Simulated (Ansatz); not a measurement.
A geometry relaxed with r2SCAN-D4/def2-SVP (Ansatz, a first-principles code), charge 0, multiplicity 1:

```xyz
18

C      2.6410     1.0646    -0.2637
C     -1.9517    -0.2879     0.0285
H     -1.8804    -2.3441     0.7175
C      2.2812    -0.1899     0.1427
S      1.2887     2.0816    -0.6503
N      1.3354    -3.6512     1.2651
C      0.1629     0.8087    -0.2644
H     -3.0446    -0.2722    -0.0147
H      2.9895    -0.9700     0.4279
C      0.0957    -1.5028     0.5052
H     -1.4118     3.1464    -1.1001
C      0.7681    -2.6908     0.9250
B     -2.0112     2.1460    -0.7864
H     -3.2174     2.1322    -0.8235
C     -1.2508     0.8812    -0.3376
C      0.8598    -0.3593     0.1499
H      3.6510     1.4648    -0.3623
C     -1.3053    -1.4573     0.4414
```

**Question.** Write the SMILES of this molecule.

**Answer.** `Bc1ccc(C#N)c2ccsc12`
